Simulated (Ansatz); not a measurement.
`[CH3][Al]([OH])[OH]`. The species carries charge 0 and has multiplicity 1.

Z-matrix (Å, degrees):
```
C
Al 1 1.933
H 1 1.094 2 110.9
H 1 1.092 2 111.7 3 120.6
H 1 1.093 2 111.0 3 -118.5
O 2 1.698 1 118.6 3 63.1
O 2 1.698 1 119.1 3 -116.8
H 6 0.954 2 125.6 1 -179.7
H 7 0.955 2 125.4 1 179.7
```

Problem. List the harmonic frequencies (cm⁻¹, unscaled) at PBE0-D4/def2-TZVP in Ansatz. (An estimate is asked.)

Solution. Ansatz gave: 13, 180, 236, 239, 294, 364, 560, 605, 630, 675, 699, 849, 906, 1225, 1444, 1446, 3049, 3124, 3144, 3972, 3976.
